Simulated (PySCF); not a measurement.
PySCF input for SiFBr, SMILES F[Si]Br (connectivity only; charge and spin as stated), neutral, multiplicity 1, TDDFT-M06-2X/def2-SVPD. Geometry: ωB97X-D3(BJ)/def2-TZVP.

```python
import numpy as np
from pyscf import gto, scf, dft, tdscf

mol = gto.M(
    atom='''
    Si    0.65620262   -1.15782669    0.00000000
    F    -0.74468959   -1.94406852    0.00000000
    Br   -0.07098944    0.96303401    0.00000000
    ''',
    basis='def2-SVPD',
    charge=0,
    spin=0,
    symmetry=True,
    max_memory=1600,
    verbose=4,
)
mf = dft.RKS(mol, xc='m06-2x').density_fit(auxbasis='def2-universal-jkfit')
mf.grids.level = 4
mf.conv_tol = 1e-9
mf.max_cycle = 100
mf.kernel()
mf.grids = dft.Grids(mol).set(level=2).build(with_non0tab=True)  # coarser grid for the response kernel
td = tdscf.TDDFT(mf)
td.singlet = True
td.nstates = 10
td.conv_tol = 1e-4
td.kernel(x0=td.get_init_guess(mf, 15))
td.analyze()
tt = tdscf.TDA(mf)
tt.singlet = False
tt.nstates = 4
tt.conv_tol = 1e-4
tt.kernel(x0=tt.get_init_guess(mf, 9))
tt.analyze(verbose=3)
```

Program output:

```
PySCF version 2.14.0

[INPUT] verbose = 4
[INPUT] num. atoms = 3
[INPUT] num. electrons = 58
[INPUT] charge = 0
[INPUT] spin (= nelec alpha-beta = 2S) = 0
[INPUT] symmetry True subgroup None
[INPUT] Mole.unit = angstrom
[INPUT] Symbol           X                Y                Z      unit          X                Y                Z       unit  Magmom
[INPUT]  1 Si     0.656202620000  -1.157826690000   0.000000000000 AA    1.240043234022  -2.187975343812   0.000000000000 Bohr   0.0
[INPUT]  2 F     -0.744689590000  -1.944068520000   0.000000000000 AA   -1.407259372915  -3.673757070189   0.000000000000 Bohr   0.0
[INPUT]  3 Br    -0.070989440000   0.963034010000   0.000000000000 AA   -0.134150599336   1.819870527542   0.000000000000 Bohr   0.0

nuclear repulsion = 213.015138413944
point group symmetry = Cs
symmetry origin: [-9.77444562e-10  3.25814839e-10  0.00000000e+00]
symmetry axis x: [ 1.0000000e+00 -2.6417705e-10  0.0000000e+00]
symmetry axis y: [2.6417705e-10 1.0000000e+00 0.0000000e+00]
symmetry axis z: [0. 0. 1.]
num. orbitals of irrep A' = 61
num. orbitals of irrep A" = 27
number of shells = 34
number of NR pGTOs = 158
number of NR cGTOs = 88
basis = def2-SVPD
ecp = {}


[settings echo left out]
init E= -2962.08821776207
HOMO (A') = -0.26982999939456  LUMO (A") = -0.0857295705685588  gap/eV = 5.00963
cycle= 1 E= -2963.03276518614  delta_E= -0.945  |g|= 0.483  |ddm|= 1.99
HOMO (A') = -0.338667298688715  LUMO (A") = -0.104973600397147  gap/eV = 6.35913
cycle= 2 E= -2963.01342972947  delta_E= 0.0193  |g|= 0.636  |ddm|= 1.06
HOMO (A') = -0.333853392867746  LUMO (A") = -0.0787384531084085  gap/eV = 6.94203
cycle= 3 E= -2963.08699343976  delta_E= -0.0736  |g|= 0.037  |ddm|= 0.495
HOMO (A') = -0.327974562314345  LUMO (A") = -0.0689257551157296  gap/eV = 7.04908
cycle= 4 E= -2963.08733884292  delta_E= -0.000345  |g|= 0.0183  |ddm|= 0.0846
HOMO (A') = -0.328173448995708  LUMO (A") = -0.0695498314857286  gap/eV = 7.03751
cycle= 5 E= -2963.08743129698  delta_E= -9.25e-05  |g|= 0.00442  |ddm|= 0.025
HOMO (A') = -0.328334184276822  LUMO (A") = -0.0695323632805773  gap/eV = 7.04236
cycle= 6 E= -2963.08743520762  delta_E= -3.91e-06  |g|= 0.000667  |ddm|= 0.00721
HOMO (A') = -0.328358316343492  LUMO (A") = -0.0695672418802213  gap/eV = 7.04206
cycle= 7 E= -2963.08743545451  delta_E= -2.47e-07  |g|= 0.00022  |ddm|= 0.00253
HOMO (A') = -0.32837968613971  LUMO (A") = -0.0695999605484152  gap/eV = 7.04176
cycle= 8 E= -2963.08743547997  delta_E= -2.55e-08  |g|= 4.84e-05  |ddm|= 0.000715
HOMO (A') = -0.328374452352285  LUMO (A") = -0.0695952162173903  gap/eV = 7.04174
cycle= 9 E= -2963.08743548119  delta_E= -1.22e-09  |g|= 1.15e-05  |ddm|= 0.000172
HOMO (A') = -0.328375193567625  LUMO (A") = -0.0695953474195399  gap/eV = 7.04176
cycle= 10 E= -2963.08743548124  delta_E= -5.23e-11  |g|= 2.32e-06  |ddm|= 2.61e-05
HOMO (A') = -0.328374969108554  LUMO (A") = -0.0695952985403592  gap/eV = 7.04175
Extra cycle  E= -2963.08743548125  delta_E= -5e-12  |g|= 2.18e-06  |ddm|= 6.86e-06
converged SCF energy = -2963.08743548125
tot grids = 36608


******** <class 'pyscf.tdscf.rks.TDDFT'> for <class 'pyscf.df.df_jk.DFSymAdaptedRKS'> ********
nstates = 10 singlet
deg_eia_thresh = 1.000e-03
wfnsym = None
conv_tol = 0.0001
eigh lindep = 1e-12
eigh level_shift = 0
eigh max_cycle = 100


Excitation energies (eV)
[4.0705456  5.08716047 5.74827153 6.84880062 7.14136551 7.58079428
 7.71254908 7.71278499 8.20828148 8.36629506]

** Singlet excitation energies and oscillator strengths **
Excited State   1:   A"      4.07055 eV    304.59 nm  f=0.0379
      29 -> 30        0.70758
Excited State   2:   A"      5.08716 eV    243.72 nm  f=0.0014
      28 -> 30       -0.70298
Excited State   3:   A'      5.74827 eV    215.69 nm  f=0.0133
      27 -> 30       -0.67007
      29 -> 31        0.18964
Excited State   4:   A'      6.84880 eV    181.03 nm  f=0.2002
      27 -> 30        0.11498
      28 -> 32        0.10172
      29 -> 31        0.50519
      29 -> 32        0.40343
      29 -> 33       -0.16708
      29 -> 36        0.14292
Excited State   5:   A'      7.14137 eV    173.61 nm  f=0.4992
      27 -> 30       -0.11316
      28 -> 32       -0.14481
      29 -> 31       -0.40693
      29 -> 32        0.39485
      29 -> 33       -0.33677
      29 -> 36        0.11606
Excited State   6:   A'      7.58079 eV    163.55 nm  f=0.0256
      28 -> 31        0.61462
      28 -> 32       -0.14702
      29 -> 32        0.15635
      29 -> 33        0.23284
Excited State   7:   A'      7.71255 eV    160.76 nm  f=0.0175
      28 -> 31        0.27781
      29 -> 32       -0.30361
      29 -> 33       -0.52171
      29 -> 34        0.16225
Excited State   8:   A"      7.71278 eV    160.75 nm  f=0.0030
      26 -> 30       -0.17401
      27 -> 31       -0.64806
      27 -> 32        0.15291
      27 -> 37        0.10360
Excited State   9:   A"      8.20828 eV    151.05 nm  f=0.0010
      26 -> 30       -0.22826
      27 -> 31        0.21520
      27 -> 32        0.55454
      27 -> 33       -0.21925
      27 -> 36        0.17041
Excited State  10:   A"      8.36630 eV    148.19 nm  f=0.0688
      26 -> 30        0.62151
      27 -> 31       -0.10722
      27 -> 32        0.23375
      27 -> 33       -0.11493

** Transition electric dipole moments (AU) **
state          X           Y           Z        Dip. S.      Osc.
  1        -0.0000     -0.0000      0.6163      0.3798      0.0379
  2         0.0000      0.0000     -0.1063      0.0113      0.0014
  3        -0.1120      0.2857      0.0000      0.0941      0.0133
  4        -0.1805     -1.0773     -0.0000      1.1931      0.2002
  5        -0.9551      1.3933     -0.0000      2.8534      0.4992
  6        -0.1386     -0.3446     -0.0000      0.1380      0.0256
  7         0.0159     -0.3035      0.0000      0.0924      0.0175
  8        -0.0000     -0.0000      0.1250      0.0156      0.0030
  9         0.0000      0.0000      0.0702      0.0049      0.0010
 10        -0.0000     -0.0000      0.5792      0.3354      0.0688

** Transition velocity dipole moments (imaginary part, AU) **
state          X           Y           Z        Dip. S.      Osc.
  1         0.0000      0.0000      0.1021      0.0104      0.0464
  2        -0.0000     -0.0000     -0.0223      0.0005      0.0018
  3        -0.0250      0.0601     -0.0000      0.0042      0.0134
  4        -0.0567     -0.2957     -0.0000      0.0907      0.2402
  5        -0.2690      0.3872      0.0000      0.2223      0.5647
  6        -0.0421     -0.1070      0.0000      0.0132      0.0316
  7         0.0018     -0.0921     -0.0000      0.0085      0.0200
  8         0.0000     -0.0000      0.0381      0.0015      0.0034
  9        -0.0000     -0.0000      0.0232      0.0005      0.0012
 10         0.0000     -0.0000      0.1924      0.0370      0.0803

** Transition magnetic dipole moments (imaginary part, AU) **
state          X           Y           Z
  1         1.2626      1.1859      0.0000
  2        -0.4243     -0.0826     -0.0000
  3        -0.0000      0.0000      0.1223
  4        -0.0000      0.0000      1.9826
  5         0.0000     -0.0000      0.0610
  6         0.0000     -0.0000      0.2632
  7         0.0000      0.0000      0.7499
  8         0.2259     -0.0639      0.0000
  9        -0.0912     -0.0745      0.0000
 10        -0.4288      0.6831      0.0000


******** <class 'pyscf.tdscf.rks.TDA'> for <class 'pyscf.df.df_jk.DFSymAdaptedRKS'> ********
nstates = 4 triplet
deg_eia_thresh = 1.000e-03
wfnsym = None
conv_tol = 0.0001
eigh lindep = 1e-12
eigh level_shift = 0
eigh max_cycle = 100


Excitation energies (eV)
[2.66506345 4.96451064 4.969338   5.45142773]

** Triplet excitation energies and oscillator strengths **
Excited State   1:   A"      2.66506 eV    465.22 nm  f=0.0000
Excited State   2:   A"      4.96451 eV    249.74 nm  f=0.0000
Excited State   3:   A'      4.96934 eV    249.50 nm  f=0.0000
Excited State   4:   A'      5.45143 eV    227.43 nm  f=0.0000
```

Self-consistency was reached.

Cost: roughly 2.4 core-minutes.
